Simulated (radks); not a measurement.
Excited configurations of As18+: one electron is placed in a higher orbital outside [Ne] 3s2 3p2. The ground configuration is [Ne] 3s2 3p3. All-electron calculation, Dirac Kohn-Sham, PBE, spin-unpolarised, spherical densities, finite nucleus; open shells are shared between the two j in proportion to 2j + 1; Fermi nuclear charge, rms radius 4.0968 fm. Program: a radial shooting solver on a logarithmic mesh with Libxc functionals. Excitation = E - E(ground); binding = E(ion) - E, where the ion is the core of charge +19; n* = 19/sqrt(2 binding) in atomic units. These energies are relativistic, and a one-electron ion of charge +19 with no core already has n* below n in this formula (Dirac formula, point nucleus, mean over j: 4s 3.992, 4d 3.998, 4f 3.999, 5p 4.995, 5f 4.999, 6d 5.997, 6f 5.998). The quantum defect is therefore taken as that value minus n*, so that it holds no relativistic shift of the bare ion. Eigenvalue and <r> are those of j = l + 1/2.

4s: excitation (eV) 329.06; binding (eV) 393.88; n* 3.531; quantum defect 0.461; eigenvalue (eV) -382.97
4d: excitation (eV) 381.58; binding (eV) 341.36; n* 3.793; quantum defect 0.205; eigenvalue (eV) -329.94
4f: excitation (eV) 403.10; binding (eV) 319.84; n* 3.919; quantum defect 0.080; eigenvalue (eV) -307.04
5p: excitation (eV) 494.24; binding (eV) 228.71; n* 4.634; quantum defect 0.361; eigenvalue (eV) -222.49
5f: excitation (eV) 518.75; binding (eV) 204.19; n* 4.905; quantum defect 0.094; eigenvalue (eV) -198.10
6d: excitation (eV) 576.05; binding (eV) 146.90; n* 5.782; quantum defect 0.215; eigenvalue (eV) -143.22
6f: excitation (eV) 581.53; binding (eV) 141.42; n* 5.893; quantum defect 0.105; eigenvalue (eV) -137.56

The Delta-SCF ionisation energy is 722.94 eV (NIST Atomic Spectra Database: 729 eV, semi-empirical). Self-interaction in the functional shifts the binding energies and quantum defects, so they are the method's values and not measured ones. Spin polarisation and multiplet splitting are left out, so open shells lie too high by an amount that depends on their filling. Sharing an open shell by 2j + 1 raises it above the true ground level by a part of the spin-orbit splitting, which enters the differences from NIST.

Beside tabulated values, note that spin-unpolarised runs miss the spin-polarisation part of the exchange energy of open shells.
